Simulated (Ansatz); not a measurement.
A trace of molecular dynamics of a periodic cell of 24 atoms, CS₂ (contents 8 CS2, density as packed 1.26 g/cm³ with natural masses).

These are results of Ansatz 0.2.0, DFT PBE-D3(BJ), scalar-relativistic, plane waves, PAW, not measurements. Settings: accuracy low, cutoff 420 eV, k mesh 1x1x1, fermi-dirac smearing 0.05 eV, no spin polarisation.

* ensemble: NVE (velocity Verlet)
* starting velocities drawn for: 400 K
* seed: 857938

```json
{"time (fs)": "0.0", "T (K)": "400", "potential energy less start (eV)": "0.000", "conserved less start (meV/atom)": "0.00"}
{"time (fs)": "7.0", "T (K)": "335", "potential energy less start (eV)": "0.195", "conserved less start (meV/atom)": "0.13"}
{"time (fs)": "14.0", "T (K)": "401", "potential energy less start (eV)": "-0.002", "conserved less start (meV/atom)": "0.03"}
{"time (fs)": "21.0", "T (K)": "419", "potential energy less start (eV)": "-0.055", "conserved less start (meV/atom)": "0.06"}
{"time (fs)": "28.0", "T (K)": "391", "potential energy less start (eV)": "0.030", "conserved less start (meV/atom)": "0.11"}
{"time (fs)": "35.0", "T (K)": "397", "potential energy less start (eV)": "0.009", "conserved less start (meV/atom)": "0.00"}
{"time (fs)": "42.0", "T (K)": "341", "potential energy less start (eV)": "0.178", "conserved less start (meV/atom)": "0.11"}
{"time (fs)": "49.0", "T (K)": "357", "potential energy less start (eV)": "0.130", "conserved less start (meV/atom)": "0.08"}
{"time (fs)": "56.0", "T (K)": "396", "potential energy less start (eV)": "0.013", "conserved less start (meV/atom)": "0.02"}
{"time (fs)": "63.0", "T (K)": "386", "potential energy less start (eV)": "0.046", "conserved less start (meV/atom)": "0.13"}
{"time (fs)": "70.0", "T (K)": "441", "potential energy less start (eV)": "-0.122", "conserved less start (meV/atom)": "0.03"}
{"time (fs)": "77.0", "T (K)": "391", "potential energy less start (eV)": "0.027", "conserved less start (meV/atom)": "0.06"}
{"time (fs)": "84.0", "T (K)": "336", "potential energy less start (eV)": "0.192", "conserved less start (meV/atom)": "0.11"}
{"time (fs)": "91.0", "T (K)": "383", "potential energy less start (eV)": "0.050", "conserved less start (meV/atom)": "-0.02"}
{"time (fs)": "98.0", "T (K)": "338", "potential energy less start (eV)": "0.188", "conserved less start (meV/atom)": "0.12"}
{"time (fs)": "105.0", "T (K)": "383", "potential energy less start (eV)": "0.054", "conserved less start (meV/atom)": "0.10"}
{"time (fs)": "112.0", "T (K)": "464", "potential energy less start (eV)": "-0.192", "conserved less start (meV/atom)": "-0.01"}
{"time (fs)": "119.0", "T (K)": "391", "potential energy less start (eV)": "0.030", "conserved less start (meV/atom)": "0.12"}
{"time (fs)": "126.0", "T (K)": "383", "potential energy less start (eV)": "0.051", "conserved less start (meV/atom)": "0.04"}
{"time (fs)": "133.0", "T (K)": "364", "potential energy less start (eV)": "0.108", "conserved less start (meV/atom)": "0.08"}
{"time (fs)": "140.0", "T (K)": "348", "potential energy less start (eV)": "0.158", "conserved less start (meV/atom)": "0.13"}
{"time (fs)": "147.0", "T (K)": "414", "potential energy less start (eV)": "-0.042", "conserved less start (meV/atom)": "-0.03"}
{"time (fs)": "154.0", "T (K)": "423", "potential energy less start (eV)": "-0.067", "conserved less start (meV/atom)": "0.06"}
{"time (fs)": "161.0", "T (K)": "440", "potential energy less start (eV)": "-0.117", "conserved less start (meV/atom)": "0.09"}
{"time (fs)": "168.0", "T (K)": "440", "potential energy less start (eV)": "-0.120", "conserved less start (meV/atom)": "0.02"}
```

Problem. Can this run be trusted? Judge the integration.

Solution. The conserved energy stayed within 0.16 meV per atom of its start (net change 0.027 meV per atom), so the integration is sound. A run of 0.17 ps of so small a system gives no equilibrium averages. Limits of this set-up: coarse k mesh, low accuracy level. The time step was 1 fs.

The run took 12 min on 1 CPU thread of a shared host.
